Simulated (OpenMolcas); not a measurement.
**Co6+, Rh6+, Ir6+: d³ down the group**

```
Program             : OpenMolcas
Method              : MS-CASPT2, IPEA 0.25 Eh, imaginary shift 0.1 Eh
Basis               : ANO-RCC-VQZP
Scalar Hamiltonian  : DKH2, point nucleus
Spin-orbit coupling : state interaction with AMFI integrals over the reference wave functions, term energies averaged over their components
```

Active space for each ion: 3 electrons in 10 orbitals (d d); closed shells correlated by CASPT2: Co6+ 3s 3p; Rh6+ 4s 4p; Ir6+ 5s 5p.

Computed levels in cm-1 above ⁴F_3/2:

| Level | Co6+ | Rh6+ | Ir6+ |
| --- | --- | --- | --- |
| ⁴F_5/2 | 731 | 1809 | 7980 |
| ⁴F_7/2 | 1707 | 3950 | 13940 |
| ⁴F_9/2 | 2890 | 6210 | 17520 |
| ⁴P_1/2 | 21940 | 15030 | 19570 |
| ⁴P_5/2 | 23130 | 17820 | 29330 |
| ²G_7/2 | 23740 | 17580 | 27080 |
| ²G_9/2 | 24710 | 18790 | 44080 |
| ²P_3/2 | 30200 | 27820 | 47660 |
| ²P_1/2 | 30510 | 22600 | 34170 |
| weight of ⁴F in the lowest level (%) | 100 | 97 | 80 |

Mixed levels, with the weight of the term that names them: Co6+ ²P_3/2 (58 %), Rh6+ ²G_9/2 (68 %), Rh6+ ²P_3/2 (53 %), Ir6+ ⁴F_9/2 (51 %), Ir6+ ⁴P_1/2 (67 %), Ir6+ ²G_9/2 (58 %), Ir6+ ²P_3/2 (56 %), Ir6+ ²P_1/2 (67 %).

Measured, with the error of the calculation in %. Measured levels: Co6+ from Sugar and Corliss, J. Phys. Chem. Ref. Data 10, 1097 (1981).

| Level | Co6+ |
| --- | --- |
| ⁴F_5/2 | 698 (+4.8) |
| ⁴F_7/2 | 1610 (+6.0) |
| ⁴F_9/2 | 2723 (+6.0) |
| ⁴P_1/2 | 21096 (+4.0) |
| ⁴P_5/2 | 22187 (+4.3) |

The fine-structure level ⁴F_9/2 changes by a factor of 6.06 from Co6+ to Ir6+.

Without spin-orbit coupling ⁴P lies 21030, 13080, 12560 cm-1 above ⁴F in that order; the difference to the level ⁴P_1/2, of either sign, comes from spin-orbit coupling, which also lowers the zero.

CASPT2 breaks the degeneracy within a term, and the mean is taken; among the terms shown or strongly mixed into the levels shown the widest spread is 930 cm-1 (4d³ ⁴F, Rh6+). Active for correlation alone: 4d; no level in the range computed is led by a configuration that fills it, so any true level of that kind is missing (holds for Co6+). Active for correlation alone: 5d; no level in the range computed is led by a configuration that fills it, so any true level of that kind is missing (holds for Rh6+). Active for correlation alone: 6d; no level in the range computed is led by a configuration that fills it, so any true level of that kind is missing (holds for Ir6+). Computed and measured levels are paired by configuration, term and J; levels that our copy of the source lacks, or whose pairing is in doubt (as where it misses far off the trend of its configuration), stay unpaired and out of the deviations. Levels of configurations outside the active space are missing.
